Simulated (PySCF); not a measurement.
Si(F)(Cl)(Me)(OH) (CH₄ClFOSi), SMILES C[Si](O)(F)Cl.

Coordinates come from a PBE0-D3(BJ)/def2-SVP optimisation. Other conformers were not sampled.

Two levels are set side by side: PBE/def2-TZVP (PySCF) and M06-2X/def2-TZVP (PySCF). Same geometry, gas phase. Differences are taken from unrounded values.

| quantity | M06-2X |
|---|---|
| orbital gap (eV) | 11.91 |
| highest occupied level (eV) | -10.67 |
| lowest empty level (eV) | 1.24 |
| dipole moment (D) | 1.14 |
| mean polarisability (bohr³) | 48.3 |

**Question.** What does PBE give, and how far is it from M06-2X? (An estimate is asked for; the answer gives what the named calculation found.)

**Answer.** 
| quantity | PBE | PBE minus M06-2X |
|---|---|---|
| orbital gap (eV) | 7.45 | -4.45 |
| highest occupied level (eV) | -7.74 | 2.93 |
| lowest empty level (eV) | -0.28 | -1.52 |
| dipole moment (D) | 1.13 | -0.01 |
| mean polarisability (bohr³) | 51.0 | 2.7 |

Without exact exchange PBE keeps part of each electron's self-repulsion, which lifts occupied levels and narrows the gap. PBE's more diffuse valence density responds more strongly to a field. Differences between two approximate levels are no errors against the true value.

Rough cost on one machine, each run with all the roots and properties that it gave: M06-2X against PBE about 3 times.
